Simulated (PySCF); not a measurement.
A geometry optimisation on `CB(P)[AsH2]`.

Method: PBE0-D3(BJ)/def2-SVP geometry optimisation, gas phase (PySCF 2.14.0). Start geometry: GFN2-xTB. The command runs a driver script over a list of jobs; the input below is this job's line of settings and its coordinates in Å.

Command:
```bash
OMP_NUM_THREADS=1 python probes_run.py task.json out
```

Input:
```
{"job": {"xc": "PBE0", "basis": "def2-SVP", "d3": "d3bj", "grid": 1, "shake": 0.01, "kind": "geom"}, "charge": 0, "multiplicity": 1}
C     -0.353490    -1.363240     0.522520
B     -0.007540     0.092770    -0.019500
P     -1.165400     0.985280    -1.219960
As     1.743160     1.002760     0.539410
H     -1.317030    -1.744920     0.127750
H     -0.448280    -1.312350     1.606810
H      0.420040    -2.065310     0.289790
H     -1.019320     2.275840    -0.697470
H     -2.376750     0.729640    -0.613740
H      2.584450    -0.188720     0.260570
H      1.978270     1.562410    -0.811830
```

Task: Give the output.

Result: 
```
step   0  E = -2643.47755487  max force = 0.023190
step   1  E = -2643.48165946  max force = 0.008170
step   2  E = -2643.48224304  max force = 0.001396
step   3  E = -2643.48231930  max force = 0.000714
step   4  E = -2643.48236591  max force = 0.000659
step   5  E = -2643.48237388  max force = 0.000392
optimisation converged
```

Energies in Eh; «max force» is the largest Cartesian gradient component in Eh/bohr.

Task: Give the first gradient maximum in eV/Å.

Result: With 1 Eh/bohr = 51.422 eV/Å, 1.192 eV/Å.

In short: final energy -2643.48237 Eh after 5 steps; dipole 0.96 D.

Hardware: one thread, AMD EPYC 9R45 (x86_64), shared host with 96 logical CPUs at a one-minute load of 26. Cost: 16 s, 0.47 GiB resident at most.
Labels such as C1 count atoms from 1, the log's own numbers from 0.
